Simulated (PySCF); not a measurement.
# How methods differ on the excitation energy of Cl+

Cl+ [Ne] 3s2 3p4 (3P) → Cl+ [Ne] 3s1 3p4 3d1 (high-spin determinant), as a difference of total energies. Computed with PySCF 2.14 in aug-cc-pVDZ-DK (5s4p2d, 27 functions), with the spin-free X2C one-electron Hamiltonian (Gaussian nucleus). Correlated levels: valence: [Ne] frozen. The calculations carry no spin-orbit coupling.

```
           method  excitation energy (eV)
              UHF                  26.927
              LDA                  27.527
              PBE                  27.175
             PBE0                  27.379
           r2SCAN                  27.003
             MN15                  27.162
              M06                  28.031
           B2PLYP                  27.742
SCS-MP2 (valence)                  27.422
```

Estimate what M06-L gives.

27.661 eV, closest to B2PLYP among the rows shown.

Estimate what MP2 (valence) gives.

27.444 eV, closest to SCS-MP2 (valence) among the rows shown.

The upper state lies above the first ionisation limit, where it may autoionise and the basis confines it.

The promoted electron is Rydberg-like, and one or two diffuse shells describe it only roughly, which tends to raise the upper state.

The determinant of the upper state mixes LS terms, which raises its energy above the lowest term, most at the Hartree-Fock and MP2 levels.
